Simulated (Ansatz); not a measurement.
Cost and result for the atomization energy of H8O3Si3 (`O[Si](O)([SiH3])O[SiH3]`) (14 atoms, 13 bonds).

Z-matrix (Å, degrees):
```
Si
O 1 1.640
Si 1 2.336 2 113.8
O 1 1.633 2 107.4 3 -118.0
O 1 1.636 2 106.8 3 121.2
H 2 0.958 1 117.1 3 -90.6
H 3 1.486 1 111.0 2 -58.6
H 3 1.489 1 109.4 2 61.3
H 3 1.488 1 110.5 2 -179.6
H 4 0.960 1 117.7 2 -35.2
Si 5 1.639 1 145.2 2 172.7
H 11 1.486 5 110.3 1 45.9
H 11 1.485 5 110.2 1 -74.9
H 11 1.483 5 108.0 1 165.5
```

The species carries charge 0 and has multiplicity 1. The structure was optimised at the PBE0-D4/def2-TZVP level. It is one conformer, not always the lowest. Program: Ansatz. All runs use 2 threads of an AMD EPYC 7R13 on a shared host and a share of an NVIDIA H100 80 GB. Times are those of one run each, without the atoms' runs, and a repeat can differ threefold. Electronic energies, without spin–orbit coupling; frozen cores. CCSD(T)/CBS adds CCSD(T) − MP2 in def2-TZVPP to the MP2 limit, and its time is that of the two runs behind it. T1 = 0.013. B3LYP takes the VWN-RPA correlation (the form of Gaussian; ORCA's B3LYP/G).

CCSD(T)/CBS is a level of theory with its own doubt, some kJ/mol a heavy atom from the limit and from the frozen cores, so smaller differences don't rank the functionals.

| level | functions | atomization (kcal/mol) | difference from CCSD(T)/CBS | per bond |
| --- | --- | --- | --- | --- |
| PBE-D4/def2-TZVPP (with forces) | 331 | 1191.2 | -11.0 | -0.8 |
| r2SCAN-D4/def2-TZVPP (with forces) | 331 | 1194.5 | -7.7 | -0.6 |
| B2PLYP/def2-TZVPP | 331 | 1178.9 | -23.3 | -1.8 |
| B3LYP-D4/def2-TZVPP (with forces) | 331 | 1190.2 | -12.0 | -0.9 |
| PBE0-D4/def2-TZVPP | 331 | 1174.9 | -27.3 | -2.1 |
| CCSD(T)/def2-TZVPP | 331 | 1165.9 | -36.3 | -2.8 |
| CCSD(T)/CBS(def2) | – | 1202.2 | 0.0 | 0.0 |
| MP2/def2-QZVPP | 621 | 1205.0 | 2.8 | 0.2 |
| ωB97X-V/def2-TZVPP | 331 | 1201.7 | -0.5 | 0.0 |
| ωB97M-V/def2-TZVPP (with forces) | 331 | 1197.1 | -5.1 | -0.4 |

(1) Order the runs by time, with rough figures. (An estimate is asked.)

Answers

(1) The calculation gave: PBE-D4/def2-TZVPP (with forces) 1.9 s; PBE0-D4/def2-TZVPP 1.9 s; B3LYP-D4/def2-TZVPP (with forces) 2.1 s; r2SCAN-D4/def2-TZVPP (with forces) 2.3 s; B2PLYP/def2-TZVPP 2.5 s; ωB97X-V/def2-TZVPP 2.7 s; ωB97M-V/def2-TZVPP (with forces) 3.1 s; MP2/def2-QZVPP 3.3 s; CCSD(T)/def2-TZVPP 7 s; CCSD(T)/CBS(def2) 10 s.

From PBE to PBE0 (25 % exact exchange), in def2-TZVPP and without D4, the atomization energy moves by −15.2 kcal/mol: exact exchange takes away binding that semilocal exchange gives to molecules. The D4 term adds +13.6 kcal/mol with B3LYP and +7.3 kcal/mol with PBE0; it sums over pairs of atoms, weighted by their polarisabilities, and B3LYP, whose exchange is more repulsive, gets the larger term. In def2-TZVPP, CCSD(T) changes the Hartree–Fock value by +288.9 kcal/mol (the triples alone add +14.7 kcal/mol) and MP2 by +306.0 kcal/mol; breaking electron pairs costs correlation energy, which Hartree–Fock lacks.
